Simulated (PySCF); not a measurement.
Ground-state electric properties of a mixed set of molecules.

All values: CAM-B3LYP/def2-SVPD (PySCF) at PBE0-D3(BJ)/def2-SVP geometries, gas phase, one conformer each. Core orbitals are frozen in the response; Δα² is half the sum of the squared differences of the principal polarisabilities. The calculation is non-relativistic, for gallium and germanium too.

Question: Rank by vertical ionisation energy (ΔSCF), highest first.
A. `[SiH3]SC1=CC=CC=CB1`
B. `C#[C][GaH2]`
C. `[PH2][GeH]1[CH2]C=C[CH2]1`
D. `BCBCCC`

Answer: D (10.70 eV), B (10.29 eV), C (9.04 eV), A (8.07 eV).

Question: Rank by dipole moment, lowest first.
A. `[BH2:1][CH2:2][BH:3][CH2:4][CH2:5][CH3:6]` with H–B1–C2–B3 -93° and 84°, B1–C2–B3–C4 93°, C2–B3–C4–C5 6°, B3–C4–C5–C6 -177°
B. `[SiH3:1][S:2][C:3]1=[CH:4][CH:5]=[CH:6][CH:7]=[CH:8][BH:9]1` with Si1–S2–C3–C4 180°
C. `[O:1]=[S:2](=[O:3])([OH:4])[C@@H:5]1[CH:6]=[CH:7][CH2:8]1` with O1–S2–O4–H -4°, O1–S2–C5–C6 -80°
D. `[H][Ga]([H])[C]#C` (GaH2(CCH))
E. `[PH2:1][GeH:2]1[CH2:3][CH:4]=[CH:5][CH2:6]1` with H–P1–Ge2–C3 -67° and -161°

Answer: D (0.21 D), A (0.85 D), E (1.02 D), B (2.17 D), C (4.11 D).

Question: Rank by HOMO energy, highest first.
A. `O=S(=O)(O)[C@@H]1C=CC1`
B. `[PH2][GeH]1[CH2]C=C[CH2]1`
C. `[SiH3]SC1=CC=CC=CB1`
D. `BCBCCC`
E. `O=P(OCC)(OCC)OCC`

Answer: C (-7.54 eV), B (-8.32 eV), A (-9.36 eV), E (-9.81 eV), D (-9.93 eV).

All values together:

```tsv
SMILES	formula	μ (D)	HOMO (eV)	LUMO (eV)	α (Å³)	Δα (Å³)	electrons	α per electron (Å³)	ΔSCF removal energy (eV)
BCBCCC	C4H12B2	0.85	-9.93	-0.76	11.59	2.79	46	0.252	10.70
O=S(=O)(O)[C@@H]1C=CC1	C4H6O3S	4.11	-9.36	0.52	10.94	3.12	70	0.156	–
[H][Ga]([H])[C]#C	C2H3Ga	0.21	-9.27	-1.10	7.60	4.62	46	0.165	10.29
[SiH3]SC1=CC=CC=CB1	C6H9BSSi	2.17	-7.54	-1.21	21.58	16.10	80	0.270	8.07
[PH2][GeH]1[CH2]C=C[CH2]1	C4H9GeP	1.02	-8.32	0.98	15.23	4.00	80	0.190	9.04
CCOP(=O)(OCC)OCC	C6H15O4P	1.03	-9.81	1.22	16.35	3.71	98	0.167	–
```

Conformers: `[BH2:1][CH2:2][BH:3][CH2:4][CH2:5][CH3:6]` with H–B1–C2–B3 -93° and 84°, B1–C2–B3–C4 93°, C2–B3–C4–C5 6°, B3–C4–C5–C6 -177°; `[O:1]=[S:2](=[O:3])([OH:4])[C@@H:5]1[CH:6]=[CH:7][CH2:8]1` with O1–S2–O4–H -4°, O1–S2–C5–C6 -80°; `[SiH3:1][S:2][C:3]1=[CH:4][CH:5]=[CH:6][CH:7]=[CH:8][BH:9]1` with Si1–S2–C3–C4 180°; `[PH2:1][GeH:2]1[CH2:3][CH:4]=[CH:5][CH2:6]1` with H–P1–Ge2–C3 -67° and -161°; `[CH3:1][CH2:2][O:3][P:4](=[O:5])([O:6][CH2:7][CH3:8])[O:9][CH2:10][CH3:11]` with C1–C2–O3–P4 -159°, C2–O3–P4–O5 47°, O3–P4–O6–C7 -87°, P4–O6–C7–C8 -144°, O3–P4–O9–C10 167°.

A dash marks a removal energy that wasn't run or isn't settled.

Q: How closely does the mean polarisability follow the number of electrons in this set?

A: The correlation coefficient is 0.72; α per electron runs from 0.156 to 0.270 Å³.
